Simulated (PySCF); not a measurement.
CuI, SMILES [Cu][I], multiplicity 1.

The structure is a stationary point at PBE0-D3(BJ)/def2-TZVP. The multiplicity is an assumed one; other spin states were not compared. The def2 effective core potentials stand for the cores of I; spin–orbit coupling is left out.

Two levels are set side by side: PBE/def2-TZVPD (PySCF) and PBE0/def2-TZVPD (PySCF). Same geometry, gas phase. Differences are taken from unrounded values.

```tsv
quantity	PBE0
orbital gap (eV)	3.92
highest occupied level (eV)	-6.84
lowest empty level (eV)	-2.92
dipole moment (D)	4.64
mean polarisability (bohr³)	62.0
```

Question: What does PBE give, and how far is it from PBE0? (Estimate from the structure and the level; the computed values follow.)

Answer: 
```tsv
quantity	PBE	PBE minus PBE0
orbital gap (eV)	1.93	-1.99
highest occupied level (eV)	-5.76	1.09
lowest empty level (eV)	-3.83	-0.91
dipole moment (D)	3.81	-0.83
mean polarisability (bohr³)	66.5	4.5
```

Without exact exchange PBE keeps part of each electron's self-repulsion, which lifts occupied levels and narrows the gap. Loosely held outer electrons make PBE densities more polarisable. Differences between two approximate levels are no errors against the true value.

Rough cost on one machine, each run with all the roots and properties that it gave: PBE0 against PBE within a factor of 2.
